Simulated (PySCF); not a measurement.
## Vibration and rotation of NaBi⁺

UHF-CCSD(T) constants of NaBi⁺, ⁴Σ⁻ (quartet), unpaired electrons σ ↑, π ↑↑ (basis Na def2-SVP, Bi def2-SVP with ECP60; scalar-relativistic core potentials; PySCF 2.14; masses 22.9898 and 208.9804 u):

- ωe: 92.1 cm⁻¹
- ωexe: 0.853 cm⁻¹
- Be: 0.066406 cm⁻¹
- αe: 0.000721 cm⁻¹
- D (centrifugal): 1.38e-07 cm⁻¹

**Question.** Give the vibrational terms G(v) and spacings up to v = 6.

**Answer.** G(v) = ωe(v+½) − ωexe(v+½)².

```
v  G(v) (cm⁻¹)  G(v) − G(v−1)  Bv (cm⁻¹)
0         45.8                   0.06605
1        136.2           90.4    0.06532
2        224.9           88.7    0.06460
3        311.9           87.0    0.06388
4        397.2           85.3    0.06316
5        480.7           83.6    0.06244
6        562.6           81.9    0.06172
```

Correlated steps freeze 5 core orbitals. Spin–orbit coupling is left out, which matters for elements this heavy, above all for dissociation energies. The state is the lowest determinant that a PBE0 search found; another state may lie lower at other levels.
